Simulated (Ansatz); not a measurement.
A structure relaxed at r2SCAN-D4/def2-SVP in Ansatz, charge 0, singlet:

Cartesian coordinates in Å:
```
Cd -2.3488 -1.8516 -2.1639
Cd -0.8791 3.0875 -4.7786
Cd -3.7161 1.9373 -3.6210
Cd -3.4747 0.4313 1.1708
Cd -1.4748 4.3770 -1.3116
Cd 2.5625 -2.2710 -3.3651
Cd 1.1550 -5.3010 -1.1009
Cd -1.1991 -3.0580 1.6825
Cd 4.0909 -4.0253 -0.4270
Cd 0.8564 0.5452 -0.0849
Cd 0.0979 3.0493 4.8790
Cd 1.9697 -0.1554 4.3758
Cd -1.9318 0.5000 5.1651
Se -1.6668 0.1176 -3.9939
Se 0.1538 -3.2542 -2.6679
Se 1.7551 0.1033 -4.8697
Se -1.3494 -0.8596 0.1329
Se 0.4023 2.4442 -1.9642
Se -3.3065 2.4390 -0.9320
Se -2.2774 2.1590 2.9791
Se -0.6898 4.9205 1.4527
Se 2.8196 -1.1649 -0.8356
Se 1.4145 -3.8878 1.2628
Se -0.3659 -1.4259 3.9464
Se 3.8120 -1.9161 2.9391
Se 1.3467 1.6311 2.3492
H -3.7055 -2.8230 -2.4404
H 0.4380 3.1853 -5.8019
H -5.2393 1.8930 -4.3528
H -2.4258 3.4401 -4.0334
H -5.0579 -0.1013 1.4360
H -1.4807 5.8946 -2.0707
H 3.9056 -2.8826 -4.2029
H 0.6966 -6.9210 -1.2529
H 3.0155 -4.7097 -1.6300
H -2.3849 -4.1906 2.0968
H 5.4677 -3.7272 0.4715
H 0.5367 4.6512 4.6986
H 2.8249 0.3370 5.7564
H -3.0793 0.1711 6.3618
H -0.2325 1.4974 5.6232
H -2.4003 -0.5063 -5.1091
H -0.1444 -4.0962 -3.8381
H 1.1543 -0.7142 -5.9344
H 3.0705 0.0573 -5.5445
H 1.6132 3.2773 -1.8884
H -4.5226 3.2476 -0.7464
H -3.5536 2.6467 3.5306
H -2.0195 5.4580 1.7784
H -0.2331 6.2543 1.0058
H 3.9529 -0.2648 -1.1038
H 1.2629 -5.1299 2.0407
H -0.3765 -2.3638 5.0810
H 3.5853 -3.0138 3.8912
H 4.8988 -1.3747 3.7836
H 2.6769 2.2364 2.1753
```

(1) Give its formula and point group.

(2) Summarise the bond lengths by kind (pairs closer than 1.2 times the sum of covalent radii, bridged metal pairs left out).

Answers

(1) Cd₁₃H₃₀Se₁₃. Point group C3 (tolerance 0.1 Å).

(2) 31 × Cd–Se 2.62 to 3.16 Å; 18 × Cd–H 1.67 to 2.02 Å; 15 × H–Se 1.47 to 1.48 Å.

In the def2 sets Cd takes a core potential; there is no spin–orbit coupling. Single mean-field runs in def2-SVP are fitted with def2-universal-jkfit.
